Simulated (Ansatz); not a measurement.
Spectroscopic constants of PtCl, multiplicity 4 (an upper state: multiplicity 2 came lower at PBE0/def2-TZVPP). No spin–orbit coupling.

The constants come from a fifth-degree fit in 1/R (seven points, main isotopes). Runs in def2 and cc sets follow the lowest solution found near the PBE0 minimum.

Programs: Ansatz (Gaussian basis) for Hartree–Fock, density functionals and correlated methods. Values without a source in brackets are computed. In def2 rows elements past Kr take small-core potentials, without spin–orbit coupling.

| level | r_e (Å) | ω_e (cm⁻¹) | ω_e x_e (cm⁻¹) | dipole (D) |
|---|---|---|---|---|
| PBE/def2-TZVPP | 2.243 | (withheld) | 1.7 | 0.25 |
| PBE0/def2-TZVPP | 2.227 | 336 | 0.86 | 0.40 |
| wB97X-V/def2-TZVPP | (withheld) | (withheld) | 1.2 | 1.35 |

Task: Fill in the missing entries.

Result: 
- wB97X-V/def2-TZVPP, r_e (Å): 2.271
- wB97X-V/def2-TZVPP, ω_e (cm⁻¹): 353
- PBE/def2-TZVPP, ω_e (cm⁻¹): 320

Ansatz is a quantum-chemistry and plane-wave program.
